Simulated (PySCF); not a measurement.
## Static response to an electric field

TaSeCl3 (singlet state).
Cartesian coordinates in Å at the PBE0-D3(BJ)/def2-SVP level; atoms count from 1:
```
atom  x, y, z in Å
Ta1   -0.004    0.001   -0.030
Se2   -0.055   -0.032    2.241
Cl3    2.180    0.009   -0.684
Cl4   -1.065    1.898   -0.734
Cl5   -1.056   -1.876   -0.793
```

Level: CAM-B3LYP/def2-SVPD (PySCF), static field, nuclei fixed, core orbitals frozen in the response. The polarisability tensor in these axes (au):

```
x   102.19  -0.07  -0.68
y    -0.07 102.61  -0.29
z    -0.68  -0.29 126.91
```

Give the principal values, the mean and the anisotropy Δα = √{½[(α1 − α2)² + (α2 − α3)² + (α1 − α3)²]}.

Principal values 102.16, 102.62 and 126.93 au; mean 110.57 au = 16.38 Å³ = 18.23 × 10⁻⁴⁰ C²·m²/J; Δα = 24.54 au (22 % of the mean).

What is the dipole moment, and where does it point?

(0.02, 0.01, -0.83) D, 0.83 D in size, pointing from the negative to the positive side. Measured along this direction, the outermost atoms are Se2 at the negative end and Cl4, Cl3 and Cl5 at the positive end.

Refractivity n − 1 of an ideal gas of it at 350 K and 1 atm, from the electronic α?

N = p/kT = 2.0968 × 10¹⁹ cm⁻³, so n − 1 = 2π × N × 16.38 × 10⁻²⁴ cm³ = 2159 × 10⁻⁶ at long wavelengths.

How large is μ²/3kT at 273 K beside α?

In Gaussian units μ²/3kT = 6.11 Å³ against 16.38 Å³, a ratio of 0.37; the Debye molar polarisation (4π/3)N_A(α + μ²/3kT) is 56.7 cm³/mol, leaving out the vibrational part.

Find the Langevin capture rate constant for H3O+ (19.018 u) meeting this molecule (365.771 u), k = 2.342 × 10⁻⁹ cm³/s × √(α in Å³ / reduced mass in u).

The reduced mass is 18.08 u, so k = 2.23 × 10⁻⁹ cm³/s. The formula leaves out the permanent dipole, which adds to the capture rate.

Estimate the molar refractivity from the static electronic polarisability.

Lorentz–Lorenz: R = (4π/3)N_A α = 2.5225 cm³/(mol·Å³) × 16.38 Å³ = 41.3 cm³/mol, in the limit of long wavelengths.

Rayleigh depolarisation ratio (linearly polarised light, static tensor)?

ρ = 3Δα²/(45ᾱ² + 4Δα²) = 1807.0/(550165 + 2409.3) = 0.00327.

Geometry: PBE0-D3(BJ)/def2-SVP; no solvent, vibrations or thermal averaging. Atoms past krypton carry effective core potentials; spin–orbit coupling is left out. The calculation is non-relativistic apart from the core potentials, for selenium too.

The run behind these numbers computed excited states as well. Hardware: an Arm Neoverse V2 with one thread, on a shared host. Cost: 27 s.
